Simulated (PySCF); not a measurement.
Stepwise substitution at one centre (B NH2-I). Gas-phase values, no solvent. Strings in code marks are SMILES.

The numbers are results of PBE-D3(BJ)/def2-TZVP // r2SCAN-D4/def2-TZVP in PySCF, not measurements. Excitations are Tamm–Dancoff values on a coarser integration grid. The basis has no diffuse functions, so Rydberg states are missing or too high.

| species | S1 excitation (TDA) (eV) | S1 oscillator strength | S1–T1 gap (TDA) (eV) | LUMO (eV) |
|---|---|---|---|---|
| 0 of 3 NH2 replaced by I | 5.27 | 0.000 | 0.19 | – |
| 1 of 3 NH2 replaced by I (`NB(I)N`) | 5.75 | 0.003 | 0.26 | -0.28 |
| 2 of 3 NH2 replaced by I | 4.71 | 0.000 | 0.12 | -1.51 |
| 3 of 3 NH2 replaced by I (`IB(I)I`) | 3.09 | 0.000 | 0.15 | -3.25 |
